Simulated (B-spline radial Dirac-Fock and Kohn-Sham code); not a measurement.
**EELS cross sections of the Sb M5 (3d5/2) edge**

System: neutral antimony, configuration 1s2 2s2 2p6 3s2 3p6 3d10 4s2 4p6 4d10 5s2 5p3. The computed values come from a radial B-spline solver: the first Born approximation with generalised oscillator strengths from a Dirac-Hartree-Slater potential (longitudinal and transverse terms; continuum final states only, so no white lines or fine structure). The edge is taken at 528.2 eV (tabulated value).

The run's input, task.json:

```json
{"items": [{
  "Z": 51,
  "q": 0,
  "cfg": [[1, 0, 2], [2, 0, 2], [2, 1, 6], [3, 0, 2], [3, 1, 6], [3, 2, 10], [4, 0, 2], [4, 1, 6], [4, 2, 10], [5, 0, 2], [5, 1, 3]],
  "A": 121,
  "rrms": 4.6802,
  "do": "eels",
  "beams": [[80, 5], [80, 50], [80, 100], [100, 5], [100, 50], [120, 10], [120, 20], [120, 50], [120, 100], [200, 10], [200, 20], [200, 50], [200, 100], [300, 20]],
  "edges": {"M5": 528.2}
}]}
```

Run with: `python xray2_run.py task.json out`

Partial cross sections σ(β, Δ) in barn, integrated over a window Δ above the edge and up to the collection semi-angle β, for parallel illumination:

```csv
E₀ (kV),β (mrad),Δ = 25 eV,Δ = 50 eV,Δ = 100 eV,Δ = 200 eV,Δ = 300 eV
80,5,390,1480,2940,4590,5480
80,50,1660,6340,13000,21900,27600
80,100,1780,6720,13900,23500,30000
100,5,421,1610,3200,5050,6050
100,50,1480,5660,11700,19600,24800
120,10,764,2950,5970,9680,11900
120,20,?,?,?,?,?
120,50,1350,5160,10600,17900,22700
120,100,1410,5320,11000,18700,23800
200,10,724,2800,5710,9360,11600
200,20,933,3600,7380,12300,15400
200,50,1070,4080,8430,14300,18100
200,100,1090,4130,8530,14500,18400
300,20,848,3270,6720,11300,14200
```

Question: Give the row for 120 kV and 20 mrad.

Answer: 1080 b for 25 eV, 4170 b for 50 eV, 8520 b for 100 eV, 14100 b for 200 eV, 17500 b for 300 eV.
